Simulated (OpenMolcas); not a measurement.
# Nb3+: terms and fine structure

| Item | Value |
| --- | --- |
| Program | OpenMolcas |
| Method | CASSCF |
| Basis | ANO-RCC-VTZP [7s6p4d2f1g] |
| Scalar Hamiltonian | DKH2, point nucleus |
| Active space | 2 electrons in 10 orbitals (4d 5d) |
| State averaging | 2S+1 = 3 even, 10 roots; 2S+1 = 1 even, 15 roots |
| Spin-orbit coupling | RASSI with atomic mean-field integrals over the reference wave functions, term energies averaged over their components |

With spin-orbit coupling, above the lowest level:

| Configuration | Term | J | E (cm⁻¹) | g | Term weight % |
| --- | --- | --- | --- | --- | --- |
| 4d² | ³F | 2 | 0.0 | 0.669 | 99 |
| 4d² | ³F | 3 | 1064 | 1.084 | 100 |
| 4d² | ³F | 4 | 2333 | 1.250 | 100 |
| 4d² | ¹D | 2 | 10747 | 1.075 | 84 |
| 4d² | ³P | 0 | 11859 |  | 100 |
| 4d² | ³P | 1 | 12266 | 1.501 | 100 |
| 4d² | ³P | 2 | 13296 | 1.424 | 85 |
| 4d² | ¹G | 4 | 16245 | 1.001 | 100 |
| 4d² | ¹S | 0 | 37878 |  | 100 |

Spin-orbit coupling puts the lowest level 1389 cm⁻¹ below the lowest spin-free term.

A least-squares Racah fit to the terms below 60000 cm-1, each weighted by 2L + 1 and with a free common offset, gives B = 744 cm-1 and C = 2887 cm-1 (C/B = 3.88), with an rms deviation of 83 cm-1.

For ³F the intervals divided by the larger J are 354.7, 317.2 cm-1. Landé's interval rule makes them equal in pure LS coupling; they differ by 11 % of their mean. The multiplet is regular.

Without dynamic correlation excited terms often stand tens of per cent too high (terms of higher spin than the ground term too low), and those without a measured partner can miss by more than the paired ones. Active for correlation alone: 5d; no level in the range computed is led by a configuration that fills it, so any true level of that kind is missing. Levels of configurations outside the active space are missing. The first state left out of the spin-orbit step lies near 180000 cm-1 above the lowest spin-free state of the reference (among the parities and spins computed), and the list stops at four fifths of that energy or lower.

The RASSCF and RASSI steps took 13 s on 1 thread of Arm Neoverse V1 (shared host); the integral step is not counted.

The term weight is that of the spin-free term in the level, not the purity of its configuration.
